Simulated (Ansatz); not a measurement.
One change: `C[CH2][GeH]([F])[Cl]` becomes `[F][GeH]([Cl])[O][SiH3]`.

Ansatz, PBE0-D4/def2-TZVP geometries, multiplicity 1. Each molecule was computed in one conformer, which needn't be the lowest.

Scalar relativity is left out up to krypton.

| property | `C[CH2][GeH]([F])[Cl]` |
| --- | --- |
| HOMO–LUMO gap (ωB97M-V/def2-TZVPP) / eV | 12.86 |
| size of the dipole moment (PBE/def2-TZVPP) / D | 3.02 |
| HOMO energy (B3LYP/def2-TZVPP) / eV | -8.41 |
| HOMO energy (PBE0/def2-TZVPP) / eV | -8.63 |
| HOMO energy (PBE/def2-TZVPP) / eV | -7.29 |
| LUMO energy (ωB97M-V/def2-TZVPP) / eV | 2.03 |

Q: What does the change do to each property? (Estimate.)

A: The calculation gave: 
```csv
property,`[F][GeH]([Cl])[O][SiH3]`,shift
HOMO–LUMO gap (ωB97M-V/def2-TZVPP) / eV,12.74,-0.12
size of the dipole moment (PBE/def2-TZVPP) / D,1.38,-1.64
HOMO energy (B3LYP/def2-TZVPP) / eV,-8.93,-0.52
HOMO energy (PBE0/def2-TZVPP) / eV,-9.15,-0.52
HOMO energy (PBE/def2-TZVPP) / eV,-7.69,-0.40
LUMO energy (ωB97M-V/def2-TZVPP) / eV,1.30,-0.73
```

With PBE0 the HOMO falls by 0.52 eV and the LUMO falls by 0.83 eV, so the gap narrows by about 0.31 eV. PBE moves the HOMO by -0.40 eV and ωB97M-V by -0.61 eV. Dipoles are sizes alone; their direction can turn.

B3LYP here is the variant with VWN-RPA as its local correlation; programs differ in this.
